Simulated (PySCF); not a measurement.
BiCl3, SMILES [Cl][Bi]([Cl])[Cl] (connectivity only; charge and spin as stated), charge +1, multiplicity 2.

Geometry: PBE0-D3(BJ)/def2-SVP. The geometry has at least one imaginary mode, so it is a saddle point at that level. The spin state was assumed, not searched. The isomer is the one that the SMILES or the coordinates give; other isomers of the formula were not compared. The def2 effective core potentials stand for the cores of Bi; spin–orbit coupling is left out.

The numbers are results of PySCF with TDA-CAM-B3LYP/def2-SVPD, not measurements.

Vertical excitations; the highest root listed may be one member of a degenerate set. Gas-phase values at a fixed geometry.

Computed lowest excited states:
```tsv
state	energy (eV)	λ (nm)	f	main pairs
root 1	0.10	11891	0.000	β HOMO−2→LUMO 49 %, β HOMO→LUMO 34 %, β HOMO−5→LUMO 11 %
root 2	0.11	11609	0.000	β HOMO−1→LUMO 60 %, β HOMO−4→LUMO 39 %
root 3	0.25	4959	0.000	β HOMO→LUMO 43 %, β HOMO−2→LUMO 35 %, β HOMO−3→LUMO 13 %, β HOMO−6→LUMO 7 %
root 4	0.76	1627	0.001	β HOMO−4→LUMO 60 %, β HOMO−1→LUMO 37 %
root 5	1.03	1208	0.038	β HOMO−3→LUMO 56 %, β HOMO→LUMO 22 %, β HOMO−5→LUMO 13 %
root 6	1.95	637	0.030	β HOMO−5→LUMO 70 %, β HOMO−3→LUMO 11 %
root 7	2.24	554	0.001	β HOMO−7→LUMO 96 %
root 8	2.35	528	0.051	β HOMO−6→LUMO 80 %
root 9	4.34	286	0.000	α HOMO→LUMO+2 27 %, α HOMO→LUMO+1 20 %, β HOMO→LUMO+2 24 %, β HOMO→LUMO+3 23 %
root 10	4.41	281	0.000	α HOMO−1→LUMO+2 28 %, α HOMO−1→LUMO+1 15 %, β HOMO−1→LUMO+3 28 %, β HOMO−1→LUMO+2 24 %
```
Unrestricted roots are not spin-pure.
